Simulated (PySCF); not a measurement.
How methods differ on the excitation energy of Yb

Yb [Xe] 4f14 6s2 (1S) → Yb [Xe] 4f14 5d1 6s1 (3D), as a difference of total energies. Computed with PySCF 2.14 in cc-pVDZ-X2C (8s7p5d3f1g, 84 functions), with the spin-free X2C one-electron Hamiltonian (Gaussian nucleus). Correlated levels: valence: [Kr] 4d10 frozen. The calculations carry no spin-orbit coupling.

```tsv
method	excitation energy (eV)
UHF	2.789
MP2 (valence)	3.252
SCS-MP2 (valence)	3.437
CCSD (valence)	3.329
CCSD(T) (valence)	3.399
```

Problem. How much does correlation contribute at CCSD(T) (valence)?

Solution. 3.399 − (2.789) = 0.610 eV, measured against UHF.

Errors of the correlated levels include the incompleteness of this basis and the frozen core.

For comparison: 3.092 eV (measured; NIST levels, between the centres of gravity of the two terms).
